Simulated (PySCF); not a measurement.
B(H) cation (BH), SMILES [BH] (connectivity only; charge and spin as stated), charge +1, multiplicity 2. Atoms are numbered in the order given.

```xyz
2

B      0.0000     0.0000    -0.2014
H      0.0000     0.0000     1.0071
```
Charge +1, spin multiplicity 2.

Geometry optimised at PBE0-D3(BJ)/def2-TZVPD. The spin state was assumed, not searched.

Computed with B3LYP/def2-TZVPD run with PySCF.

Mulliken values depend strongly on the basis, most of all with diffuse functions as here. ESP charges are fitted to the potential on shells at 1.4 to 2.0 van der Waals radii. Atomic charges (e):

```
atom  ESP fit  Mulliken  Mulliken spin
----  -------  --------  -------------
B1        [?]      0.71           0.85
H2        [?]      0.29           0.15
```

Q: Fill in the missing entries. (The exact figures need the calculation; the answer reports its results.)

A: 
- B1, ESP fit: 0.85
- H2, ESP fit: 0.15
